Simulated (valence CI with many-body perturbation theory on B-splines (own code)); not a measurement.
Level structure of Sm XXIII

Computed by relativistic CI+MBPT: four valence electrons over a frozen Dirac-Fock core [Kr], radial functions for each j: 9 s, 9 p, 10 d, 8 f, 5 g, 3 h, 1 i, with the one-electron correlation potential Σ1, the two-electron term Σ2, the three-electron term Σ3, Breit, model QED; selected CI, second order for the rest (own B-spline code, finite nucleus).

No measured levels were compared; by estimate terms of the open shell hold to 2 to 4 % of their energy, and close levels can change places. Only levels of the ground parity were solved; by the run's estimate the other parity begins above the list, which can be wrong where configurations are misplaced.

Levels 1 to 34 of 34, with energies above the lowest level, (4d3/2^4) J=0. "Leading %" is the weight of the configuration and term that name the level; weights of strongly mixed levels are sums over their largest components and can fall short. In the jj column 3d3/2^4 stands for four electrons in 3d with j = 3/2. Lifetimes count E1, E2, E3, M1 and M2 decay at the calculated energies, and are blank where another channel may lead or the interval is too uncertain; long ones can be off by a factor of two.

| No. | Configuration | Term | J | E (cm⁻¹) | Leading % | Second component | Leading jj | Lifetime |
| --- | --- | --- | --- | --- | --- | --- | --- | --- |
| 1 | 4d4 | 3P | 0 | 0 | 48 | 44 % 4d4 5D | 4d3/2^4 (90 %) |  |
| 2 | 4d4 | 5D | 1 | 31315 | 74 | 26 % 4d4 3P | 4d3/2^3 4d5/2 (92 %) | 1.00 ms |
| 3 | 4d4 | 5D | 2 | 50478 | 77 | 6 % 4d4 3D | 4d3/2^3 4d5/2 (57 %) | 3.72 ms |
| 4 | 4d4 | 3F | 4 | 59725 | 31 | 25 % 4d4 5D | 4d3/2^3 4d5/2 (87 %) | 78700 s |
| 5 | 4d4 | 5D | 3 | 60657 | 60 | 19 % 4d4 3F | 4d3/2^3 4d5/2 (59 %) | 30.7 ms |
| 6 | 4d4 | 5D | 0 | 86997 | 52 | 29 % 4d4 3P | 4d3/2^2 4d5/2^2 (88 %) | 160 μs |
| 7 | 4d4 | 3H | 4 | 91133 | 43 | 41 % 4d4 5D | 4d3/2^2 4d5/2^2 (82 %) | 845 μs |
| 8 | 4d4 | 3G | 3 | 98495 | 56 | 25 % 4d4 5D | 4d3/2^2 4d5/2^2 (63 %) | 579 μs |
| 9 | 4d4 | 3F | 2 | 99464 | 43 | 22 % 4d4 1D | 4d3/2^2 4d5/2^2 (65 %) | 320 μs |
| 10 | 4d4 | 3H | 5 | 106970 | 71 | 28 % 4d4 3G | 4d3/2^2 4d5/2^2 (99 %) | 1.25 ms |
| 11 | 4d4 | 3P | 1 | 111130 | 59 | 25 % 4d4 3D | 4d3/2^2 4d5/2^2 (82 %) | 310 μs |
| 12 | 4d4 | 3H | 6 | 114220 | 60 | 40 % 4d4 1I | 4d3/2^2 4d5/2^2 (96 %) | 267 ms |
| 13 | 4d4 | 3G | 4 | 122760 | 63 | 30 % 4d4 1G | 4d3/2^2 4d5/2^2 (92 %) | 2.27 ms |
| 14 | 4d4 | 3D | 2 | 125280 | 41 | 32 % 4d4 3P | 4d3/2^2 4d5/2^2 (89 %) | 1.79 ms |
| 15 | 4d4 | 3F | 3 | 125980 | 41 | 39 % 4d4 3D | 4d3/2^2 4d5/2^2 (83 %) | 636 μs |
| 16 | 4d4 | 3F | 4 | 141130 | 41 | 27 % 4d4 5D | 4d3/2 4d5/2^3 (64 %) | 254 μs |
| 17 | 4d4 | 3F | 2 | 150490 | 33 | 32 % 4d4 1D | 4d3/2^2 4d5/2^2 (69 %) | 206 μs |
| 18 | 4d4 | 3F | 3 | 152200 | 48 | 21 % 4d4 3G | 4d3/2 4d5/2^3 (87 %) | 182 μs |
| 19 | 4d4 | 3G | 5 | 161630 | 71 | 28 % 4d4 3H | 4d3/2 4d5/2^3 (99 %) | 417 μs |
| 20 | 4d4 | 3D | 1 | 163150 | 71 | 19 % 4d4 3P | 4d3/2 4d5/2^3 (87 %) | 132 μs |
| 21 | 4d4 | 1I | 6 | 165720 | 60 | 40 % 4d4 3H | 4d3/2 4d5/2^3 (96 %) | 428 μs |
| 22 | 4d4 | 3F | 4 | 168860 | 51 | 37 % 4d4 1G | 4d3/2^2 4d5/2^2 (73 %) | 424 μs |
| 23 | 4d4 | 3P | 2 | 175490 | 63 | 22 % 4d4 3D | 4d3/2^2 4d5/2^2 (56 %) | 470 μs |
| 24 | 4d4 | 1S | 0 | 181030 | 58 | 40 % 4d4 3P | 4d3/2 4d5/2^3 (82 %) | 212 μs |
| 25 | 4d4 | 1F | 3 | 186460 | 46 | 30 % 4d4 3D | 4d3/2 4d5/2^3 (91 %) |  |
| 26 | 4d4 | 3F | 2 | 187460 | 56 | 34 % 4d4 3P | 4d3/2 4d5/2^3 (50 %) | 218 μs |
| 27 | 4d4 | 3F | 3 | 214560 | 71 | 26 % 4d4 1F | 4d3/2 4d5/2^3 (98 %) |  |
| 28 | 4d4 | 3P | 1 | 215710 | 95 |  | 4d3/2 4d5/2^3 (95 %) | 178 μs |
| 29 | 4d4 | 1G | 4 | 217520 | 66 | 22 % 4d4 3F | 4d5/2^4 (45 %) |  |
| 30 | 4d4 | 1D | 2 | 220780 | 51 | 22 % 4d4 3P | 4d5/2^4 (43 %) | 190 μs |
| 31 | 4d4 | 3P | 0 | 221520 | 60 | 37 % 4d4 1S | 4d3/2^2 4d5/2^2 (60 %) |  |
| 32 | 4d4 | 3F | 4 | 226880 | 48 | 35 % 4d4 1G | 4d3/2 4d5/2^3 (51 %) |  |
| 33 | 4d4 | 1D | 2 | 261740 | 73 | 11 % 4d4 3D | 4d5/2^4 (42 %) | 118 μs |
| 34 | 4d4 | 1S | 0 | 318960 | 78 | 21 % 4d4 3P | 4d5/2^4 (61 %) | 63.0 μs |

The ionisation energy to 4d3 4F_3/2 of the next ion comes out as 703.53 eV (NIST: 702 ± 4 eV (theoretical)). All 34 levels together are meant to be complete up to 331730 cm⁻¹.
